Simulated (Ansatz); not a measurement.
Reaction (ligand exchange at a B–C bond): `BC1[SiH2][Se]1` + `[SiH3]N[SiH3]` → `BN([SiH3])[SiH3]` + `C1[SiH2][Se]1`

Calculated with Ansatz (gas phase, PBE0-D4/def2-TZVP geometries, no zero-point term in ΔE). CCSD(T)/CBS adds triple-zeta CCSD(T) − MP2 to the extrapolated MP2 energy (def2 sets, frozen cores). This one scheme is used for every species. Functionals use def2-TZVPP. B3LYP here is the variant with VWN-RPA as its local correlation; programs differ in this. For Se outer-core shells are correlated without core-valence functions, which leaves a few kJ/mol of doubt a bond. Scalar relativity is left out up to krypton.

`BC1[SiH2][Se]1`:

Z-matrix (Å, degrees):
```
C
Si 1 1.883
Se 1 2.023 2 68.6
B 1 1.511 2 108.8 3 -116.5
H 1 1.087 2 112.4 3 105.3
H 2 1.478 1 115.8 3 -110.9
H 2 1.477 1 118.9 3 108.5
H 4 1.196 1 120.8 2 58.1
H 4 1.199 1 119.0 2 -117.1
```

`[SiH3]N[SiH3]`:

```xyz
10

Si    0.576   -0.819   -1.198
N    -0.360   -0.476    0.211
Si   -0.445    0.983    1.128
H     1.526    0.306   -1.383
H    -0.262   -0.951   -2.422
H     1.327   -2.094   -1.040
H    -0.985   -1.213    0.507
H     0.636    1.876    0.642
H    -0.261    0.710    2.580
H    -1.753    1.679    0.975
```

`BN([SiH3])[SiH3]`:

Cartesian coordinates in Å:
```
B -0.122 0.484 -1.590
N 0.005 0.061 -0.253
Si 1.348 -0.921 0.297
Si -1.249 0.560 0.870
H 0.700 0.179 -2.407
H -1.069 1.158 -1.901
H 0.839 -2.197 0.864
H 2.240 -1.189 -0.854
H 2.090 -0.206 1.368
H -2.568 0.033 0.443
H -1.310 2.039 0.959
H -0.903 -0.001 2.204
```

`C1[SiH2][Se]1`:

Z-matrix (Å, degrees):
```
C
Se 1 2.020
Si 1 1.839 2 70.2
H 1 1.085 2 112.0 3 115.4
H 1 1.085 2 112.0 3 -115.4
H 3 1.479 1 118.7 2 -108.0
H 3 1.479 1 118.7 2 108.0
```

```
             level  ΔE (kJ/mol)
          B3LYP-D4        -86.3
           ωB97X-V        -85.2
           ωB97M-V        -85.2
            B2PLYP        -86.2
               PBE        -80.5
     HF/def2-TZVPP        -89.1
SCS-MP2/def2-TZVPP        -87.0
     HF/def2-QZVPP        -89.3
```

What does CCSD(T)/CBS give? (Best estimate.)

The calculation gave: -85.0 kJ/mol. The listed levels differ from it by -1.3, -0.2, -0.2, -1.2, 4.5, -4.1, -2.0, -4.3 kJ/mol.

Largest T1 diagnostic among the species: 0.013.
